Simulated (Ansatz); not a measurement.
The pair A = H2O (SMILES O) (first 3 atoms), B = HBr (SMILES Br); geometry from B3LYP-D3(BJ)/def2-TZVP.
(charge 0, multiplicity 1):
```xyz
5

O     -0.18191     0.39201     0.47091
H      0.73984     0.47377     0.20091
H     -0.50178     1.29184     0.60204
Br    -0.45063    -1.38061     3.26175
H     -0.36533    -0.64375     2.01826
```

Frozen-core correlation. Filled d and f shells under p-block atoms count as core.

Codes used: Ansatz (Gaussian basis) for Hartree–Fock, density functionals and correlated methods. 

Total energies (hartree), monomers frozen at their geometry in the pair:

```json
[
 {"structure": "AB", "PBE/def2-TZVPPD": "-2650.7616130", "B3LYP/def2-TZVPPD": "-2651.2665284", "CCSD(T)/aug-cc-pVTZ": "-2649.6020062"},
 {"structure": "A in the pair's basis", "PBE/def2-TZVPPD": "-76.3835742", "B3LYP/def2-TZVPPD": "-76.4694431", "CCSD(T)/aug-cc-pVTZ": "-76.3426749"},
 {"structure": "B in the pair's basis", "PBE/def2-TZVPPD": "-2574.3695984", "B3LYP/def2-TZVPPD": "-2574.7904213", "CCSD(T)/aug-cc-pVTZ": "-2573.2525737"},
 {"structure": "A", "PBE/def2-TZVPPD": "-76.3835449", "B3LYP/def2-TZVPPD": "-76.4694130", "CCSD(T)/aug-cc-pVTZ": "-76.3422222"},
 {"structure": "B", "PBE/def2-TZVPPD": "-2574.3694496", "B3LYP/def2-TZVPPD": "-2574.7902954", "CCSD(T)/aug-cc-pVTZ": "-2573.2521760"}
]
```

**Question.** Work out the interaction energy without and with the counterpoise correction, and the superposition error, for each level.

**Answer.** 
E(AB) − E(A) − E(B), times 627.509 kcal/mol, with the monomers in their own basis and then in the pair's basis:
- PBE/def2-TZVPPD: -5.41 uncorrected, -5.30 corrected; the monomers gain 0.11 kcal/mol from borrowed functions
- B3LYP/def2-TZVPPD: -4.28 uncorrected, -4.18 corrected; the monomers gain 0.10 kcal/mol from borrowed functions
- CCSD(T)/aug-cc-pVTZ: -4.77 uncorrected, -4.24 corrected; the monomers gain 0.53 kcal/mol from borrowed functions

Ansatz is a first-principles code.
